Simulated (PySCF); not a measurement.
F₄Sn, SMILES [F][Sn-]([F])([F])[F] (connectivity only; charge and spin as stated), charge -1, multiplicity 2.

Geometry optimised at B3LYP-D3(BJ)/def2-SVPD. A frequency run showed that this geometry is not a minimum. The def2 effective core potentials stand for the cores of Sn; spin–orbit coupling is left out.

Computed with B3LYP/def2-SVPD in PySCF.

The molecule is in vacuum.

- total energy = -613.66203 hartree
- point group = Td
- α spin, highest occupied and lowest empty level = -1.49 and 4.31 eV
- β spin, highest occupied and lowest empty level = -5.64 and 0.56 eV
- dipole moment about the centre of nuclear charge = 0.00 D
- mean static polarisability = 56.0 bohr³ (8.30 Å³)
- polarisability, principal values = 56.0, 56.0, 56.0 bohr³
- ⟨S²⟩ = 0.753 (pure state 0.75)
